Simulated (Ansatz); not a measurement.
One change: `[O]=[Nb]([F])([F])[Cl]` becomes `[O]=[Nb]([OH])([F])[Cl]`.

Ansatz, PBE0-D4/def2-TZVP geometries, multiplicity 1. Each molecule was computed in one conformer, which needn't be the lowest.

Elements past krypton have def2 core potentials.

| property | `[O]=[Nb]([F])([F])[Cl]` |
| --- | --- |
| HOMO–LUMO gap (ωB97M-V/def2-TZVPP) / eV | 11.71 |
| HOMO–LUMO gap (B3LYP/def2-TZVPP) / eV | 6.73 |
| HOMO energy (PBE0/def2-TZVPP) / eV | -9.94 |
| ideal-gas entropy at 298 K and 1 bar (rigid rotor, harmonic PBE0-D4/def2-TZVP) / J/(mol·K) | 342 |
| HOMO energy (B3LYP/def2-TZVPP) / eV | -9.66 |
| size of the dipole moment (B3LYP/def2-TZVPP) / D | 1.20 |

(1) What does the change do to each property? (Best estimate.)

Answers

(1) Computed: 
```tsv
property	`[O]=[Nb]([OH])([F])[Cl]`	shift
HOMO–LUMO gap (ωB97M-V/def2-TZVPP) / eV	11.81	0.10
HOMO–LUMO gap (B3LYP/def2-TZVPP) / eV	6.86	0.13
HOMO energy (PBE0/def2-TZVPP) / eV	-9.53	0.41
ideal-gas entropy at 298 K and 1 bar (rigid rotor, harmonic PBE0-D4/def2-TZVP) / J/(mol·K)	348	6
HOMO energy (B3LYP/def2-TZVPP) / eV	-9.25	0.41
size of the dipole moment (B3LYP/def2-TZVPP) / D	2.41	1.21
```

With PBE0 the HOMO rises by 0.41 eV and the LUMO rises by 0.53 eV, so the gap widens by about 0.12 eV. PBE moves the HOMO by 0.41 eV and ωB97M-V by 0.40 eV. The zero-point energy changes by 29.2 kJ/mol with +3 modes. Dipoles are sizes alone; their direction can turn.

B3LYP here is the variant with VWN-RPA as its local correlation; programs differ in this.
